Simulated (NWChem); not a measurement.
System: BeGeNH₅; SMILES [NH2][Be][GeH3]

NWChem input:

```
start job
memory heap 200 mb stack 900 mb global 1100 mb
geometry units angstroms noautoz
  Be     0.004711    -1.294518    -0.006332
  N     -0.000282    -2.793310     0.001866
  H      0.825774    -3.380460     0.005794
  H     -0.829749    -3.375596     0.007188
  Ge     0.005422     0.909126    -0.009319
  H     -1.346756     1.521755     0.455180
  H      1.070088     1.533137     0.936647
  H      0.277903     1.546016    -1.400628
end
basis spherical
  * library def2-tzvp
end
dft
  xc optx lyp
  iterations 150
  mulliken
end
task dft energy
```

The geometry was optimised at B3LYP/6-31G* (spherical d).

Question: Predict the main results of this run. (OLYP/def2-TZVP.) Quantities: energy (Ha); highest occupied level (eV); orbital gap (eV); dipole (D).

Answer: 
```
Quantity                        Value
---------------------------  --------
energy (Ha)                  -2150.12
highest occupied level (eV)     -6.04
orbital gap (eV)                 4.88
dipole (D)                       2.54
```
